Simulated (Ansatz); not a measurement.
CF2 (SMILES F[C]F), charge 0, multiplicity 1, relaxed at each level with Ansatz (a program for electronic structure); harmonic frequencies from differences of analytic forces, average atomic masses, frozen cores.

Task: Give the equilibrium geometry, the harmonic frequencies and the zero-point energy at PBE0/def2-TZVPP.

Result: 
(charge 0, multiplicity 1):
| atom | x (Å) | y (Å) | z (Å) |
|---|---|---|---|
| F | -1.0262 | -0.1985 | 0.0000 |
| C | -0.0006 | 0.5938 | 0.0000 |
| F | 1.0266 | -0.1963 | 0.0000 |
Frequencies (cm⁻¹): 681, 1159, 1261. Zero-point energy 4.43 kcal/mol.

Task: Give the equilibrium geometry, the harmonic frequencies and the zero-point energy at CCSD(T)/cc-pVQZ.

Result: 
(charge 0, multiplicity 1):
```xyz
3

F     -1.030    -0.199     0.000
C     -0.001     0.595     0.000
F      1.030    -0.197     0.000
```
Frequencies (cm⁻¹): 674, 1146, 1250. Zero-point energy 4.39 kcal/mol.

Doubts at one or more of the structures used: a restricted determinant that unrestricted orbitals would lower (CCSD(T)/cc-pVQZ).
